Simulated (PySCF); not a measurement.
Cards and structures have been mixed up. Pair them.

Structures:
1. `C=C(C)[SiH2][SiH2]P`
2. `C[N]=[W]([CH3])([CH3])=[N]C`
3. `C1=CBC=CB1`
4. `[SiH3]N([SiH3])C1C[SiH2]C1`
5. `c1cc(O)ccc1SC`
6. `CC(C)CCO`

Card P (geometry PBE0-D3(BJ)/def2-SVP):
* Rotational constants A, B, C: 4.132, 0.762, 0.646 GHz
* Static isotropic polarisability (wB97X-D/def2-SVPD): 108.9 au
* Point group: Cs
* HOMO energy (wB97X-D/def2-SVPD): -7.46 eV
* Lowest singlet excitation (TDDFT wB97X-D/def2-SVPD): 4.59 eV (270 nm, f = 0.033)

Card Q (geometry PBE0-D3(BJ)/def2-SVP):
- Rotational constants A, B, C: 2.325, 0.898, 0.735 GHz
- Static isotropic polarisability (PBE0/def2-SVPD): 123.4 au
- Lowest singlet excitation (TDDFT PBE0/def2-SVPD): 5.76 eV (215 nm, f = 0.002)
- Dipole moment (PBE0/def2-SVPD): 0.63 D
- Strongest line among the 10 lowest singlet transitions (TDDFT PBE0/def2-SVPD): S2 at 6.19 eV (200 nm, f = 0.072)
- Lowest triplet excitation (Tamm–Dancoff) (TDA PBE0/def2-SVPD): 5.51 eV

Card R (geometry PBE0-D3(BJ)/def2-SVP):
- Rotational constants A, B, C: 6.860, 1.734, 1.487 GHz
- Static isotropic polarisability (wB97X-D/def2-SVPD): 68.1 au
- Lowest triplet excitation (Tamm–Dancoff) (TDA wB97X-D/def2-SVPD): 7.05 eV
- Lowest singlet excitation (TDDFT wB97X-D/def2-SVPD): 7.29 eV (170 nm, f = 0.007)
- HOMO energy (wB97X-D/def2-SVPD): -9.78 eV
- Strongest line among the 10 lowest singlet transitions (TDDFT wB97X-D/def2-SVPD): S8 at 9.47 eV (131 nm, f = 0.113)

Card S (geometry PBE0-D3(BJ)/def2-SVP):
- Rotational constants A, B, C: 5.690, 4.579, 2.557 GHz
- Static isotropic polarisability (PBE0/def2-SVPD): 71.3 au
- 13C chemical shifts (computed TMS as zero) by class (GIAO B97-2/pcSseg-2): 163.5 (4 C) ppm
- Dipole moment (PBE0/def2-SVPD): 0.26 D
- Largest of the computed one-bond spin–spin couplings (means over like bonds) (B3LYP/pcJ-1, spin–dipole term left out for some pairs): 13C–1H +152.7 (×4), 11B–1H +132.7 (×2), 13C–11B +65.1 (×4), 13C–13C +50.3 (×2) Hz
- Lowest singlet excitation (TDDFT PBE0/def2-SVPD): 2.97 eV (417 nm, f = 0.000)
- Lowest triplet excitation (Tamm–Dancoff) (TDA PBE0/def2-SVPD): 2.07 eV

Card T (geometry PBE0-D3(BJ)/def2-SVP):
* Rotational constants A, B, C: 1.601, 1.503, 1.171 GHz
* Static isotropic polarisability (PBE0/def2-SVPD): 116.8 au
* Dipole moment (PBE0/def2-SVPD): 0.87 D
* Lowest triplet excitation (Tamm–Dancoff) (TDA PBE0/def2-SVPD): 3.67 eV
* Lowest singlet excitation (TDDFT PBE0/def2-SVPD): 3.91 eV (317 nm, f = 0.000)

Card U (geometry PBE0-D3(BJ)/def2-SVP):
- Rotational constants A, B, C: 2.172, 1.180, 0.916 GHz
- Static isotropic polarisability (CAM-B3LYP/def2-SVPD): 123.2 au
- Point group: C1
- Vertical ionisation energy (ΔSCF CAM-B3LYP/def2-SVPD): 9.25 eV
- Lowest triplet excitation (Tamm–Dancoff) (TDA CAM-B3LYP/def2-SVPD): 4.11 eV
- HOMO energy (CAM-B3LYP/def2-SVPD): -8.64 eV

Species are written as SMILES; each is one conformer at its optimised geometry, gas phase (atoms past krypton carry core potentials, spin–orbit coupling is left out); the electronic structure was computed with PySCF and density fitting. NMR classes are plain means over equivalent atoms (diastereotopic ones count apart unless rotation or inversion swaps them), as if these changed places fast.

Problem. Which card belongs to which structure?

Solution. P = 5, Q = 4, R = 6, S = 3, T = 2, U = 1. What ties each card to its structure:
- 1 (card U), C3H11PSi2, monoisotopic mass 134.0 u, 6 heavy atoms: an asymmetric top with C = 0.916 GHz; polarisability 123.2 au for 72 electrons.
- 2 (card T), C4H12N2W, monoisotopic mass 272.1 u, 7 heavy atoms: an asymmetric top with C = 1.171 GHz; polarisability 116.8 au for 124 electrons; dipole 0.87 D.
- 3 (card S), C4H6B2, monoisotopic mass 76.1 u, 6 heavy atoms: 4 C in 1 class; an asymmetric top with C = 2.557 GHz, the highest such constant on the cards; polarisability 71.3 au for 40 electrons; dipole 0.26 D.
- 4 (card Q), C3H13NSi3, monoisotopic mass 147.0 u, 7 heavy atoms: an asymmetric top with C = 0.735 GHz; polarisability 123.4 au for 80 electrons; dipole 0.63 D.
- 5 (card P), C7H8OS, monoisotopic mass 140.0 u, 9 heavy atoms: point group Cs; an asymmetric top with C = 0.646 GHz, the lowest such constant on the cards; polarisability 108.9 au for 74 electrons.
- 6 (card R), C5H12O, monoisotopic mass 88.1 u, 6 heavy atoms: an asymmetric top with C = 1.487 GHz; polarisability 68.1 au for 50 electrons.
